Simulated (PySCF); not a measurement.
C2H9FOSi2, SMILES C[SiH2]CO[SiH2]F. Atoms are numbered in the order given.

```xyz
15

C      2.8393    -0.3172     0.2563
Si     1.8529     0.1717    -1.2598
C      0.0952     0.6603    -0.7260
O     -0.4553    -0.4431     0.0076
Si    -2.0018    -0.4651     0.5836
F     -2.1789     0.6591     1.7430
H      2.9717     0.5400     0.9356
H      3.8368    -0.7006    -0.0084
H      2.2991    -1.1052     0.8044
H      2.4654     1.3414    -1.9671
H      1.7546    -0.9688    -2.2213
H      0.1238     1.5684    -0.0919
H     -0.5360     0.9047    -1.6037
H     -2.9725    -0.1146    -0.4887
H     -2.2132    -1.8033     1.1785
```
Charge 0, spin multiplicity 1.

Coordinates come from a r2SCAN-D4/def2-SVP optimisation. The structure was generated by enumeration, and PubChem lists no compound with its InChIKey, so it may never have been made. One conformer was computed; it need not be the lowest.

Calculation: M06-2X/def2-TZVP (PySCF).

Gas-phase values at a fixed geometry.

Problem. Estimate the frontier levels, gap, dipole moment and polarisability. (An estimate is asked for; the answer gives what the named calculation found.)

Solution. 
The highest occupied level comes out as -9.56 eV. The lowest empty level comes out as 1.21 eV and the orbital gap is 10.78 eV. The dipole moment comes out as 0.95 D. The quadrupole, principal values (traceless, Buckingham form, about the centre of nuclear charge) is -8.11, 1.77, 6.34 D·Å and the mean static polarisability is 77.1 bohr³ (11.42 Å³). The polarisability, principal values is 67.9, 75.9, 87.4 bohr³.
